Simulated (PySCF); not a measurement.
First SCF of a structure search on singlet Cs₄, at a hand-made rhombus geometry. PySCF input:

```python
from pyscf import gto, scf, dft
mol = gto.M(atom='''
Cs     0.000000     2.505600     0.000000
Cs     0.000000    -2.505600     0.000000
Cs     4.339800     0.000000     0.000000
Cs    -4.339800     0.000000     0.000000''',
    basis={'Cs': 'def2-TZVP'},
    ecp={'Cs': 'def2-TZVP'},
    charge=0, spin=0)
mf = dft.RKS(mol, xc='PBE0')
mf.grids.atom_grid = (50, 194)
aux = {'Cs': 'def2-universal-JKFIT'}
mf = mf.density_fit(auxbasis=aux)
mf.conv_tol = 1e-08
mf.diis_space = 10
mf.max_cycle = 60
mf.init_guess = 'minao'
mf.verbose = 4
mf.kernel()
```

Excerpt of the output (cycles and frontier levels):

```
init E= -67.2874646999649
  HOMO = -0.396706383341132  LUMO = -0.369206622776271  gap/eV = 0.74831
cycle= 1 E= -80.3120246277545  delta_E=  -13  |g|= 0.653  |ddm|= 4.72
  HOMO = -0.0309877059721484  LUMO = -0.0024565707550374  gap/eV = 0.77637
cycle= 2 E= -80.1321754119873  delta_E= 0.18  |g|= 0.881  |ddm|= 4.51
  HOMO = -0.0712782921795504  LUMO = -0.0518144432357397  gap/eV = 0.52964
cycle= 3 E= -80.5924837307028  delta_E= -0.46  |g|=  0.1  |ddm|=  2.6
  HOMO = -0.0821147831091272  LUMO = -0.0528287136602361  gap/eV = 0.79691
cycle= 4 E= -80.5967087609614  delta_E= -0.00423  |g|= 0.0272  |ddm|= 0.577
  HOMO = -0.0833906803478227  LUMO = -0.0528610114989645  gap/eV = 0.83075
cycle= 5 E= -80.5970480373781  delta_E= -0.000339  |g|= 0.00733  |ddm|= 0.156
  HOMO = -0.0834974745379771  LUMO = -0.0524904783490492  gap/eV = 0.84374
cycle= 6 E= -80.5970830160333  delta_E= -3.5e-05  |g|= 0.00143  |ddm|= 0.0757
  HOMO = -0.0835514238800023  LUMO = -0.0527264191911538  gap/eV = 0.83879
cycle= 7 E= -80.5970866195116  delta_E= -3.6e-06  |g|= 0.00024  |ddm|= 0.0209
  HOMO = -0.0835581202672946  LUMO = -0.0527084818095842  gap/eV = 0.83946
cycle= 8 E= -80.5970869333157  delta_E= -3.14e-07  |g|= 7.3e-05  |ddm|= 0.00547
  HOMO = -0.0835605357196083  LUMO = -0.0527152047742556  gap/eV = 0.83934
cycle= 9 E= -80.5970869444424  delta_E= -1.11e-08  |g|= 1.2e-05  |ddm|= 0.000993
  HOMO = -0.0835608812711082  LUMO = -0.0527147583878329  gap/eV = 0.83937
cycle= 10 E= -80.5970869447258  delta_E= -2.83e-10  |g|= 1.19e-06  |ddm|= 0.000412
  HOMO = -0.0835609980393399  LUMO = -0.0527147763473028  gap/eV = 0.83937
Extra cycle  E= -80.5970869447314  delta_E= -5.57e-12  |g|= 6.6e-07  |ddm|= 5.05e-05
converged SCF energy = -80.5970869447314
```

No lower solution of this spin was found from smeared starts or by a stability analysis within the restricted form, which does not test spin polarisation.

At the minimum of this search the closed-shell solution is unstable towards spin polarisation, so a lower open-shell solution exists.

The search for the lowest solution, 3 starts and the stability check together, took 16 s on 2 threads of a shared Arm Neoverse V2 host, with 116 basis functions; the process peaked at 0.51 GiB. Launch command: `OMP_NUM_THREADS=2 python axn.py task.json out`.
